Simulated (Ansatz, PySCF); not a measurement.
Noncovalent pair: N2 (SMILES N#N) (first 2 atoms) with HI (SMILES I); geometry from B3LYP-D3(BJ)/def2-TZVP, rigid monomers moved along the line of their centres of mass till N2···H4 is 3.65 Å.
(charge 0, multiplicity 1):
```xyz
4

N      0.10168     0.11003    -1.00507
N      0.21014     0.11947     0.08007
I      0.58249     0.16886     5.32860
H      0.49803     0.15263     3.71573
```

Counterpoise-corrected where a basis set is named; no monomer relaxation. Rows marked so take none.

Rows in 3-21G carry no dispersion term and start afresh at each structure; the Pople sets are all-electron and without relativity.

Run with Ansatz (Gaussian orbitals); PySCF for 3-21G rows. Values without a source in brackets are computed. In def2 rows elements past Kr take small-core potentials, without spin–orbit coupling.

Problem. What is the computed interaction energy (HF/3-21G (no counterpoise))?

Solution. -12 meV

Ansatz is a quantum-chemistry and plane-wave program.
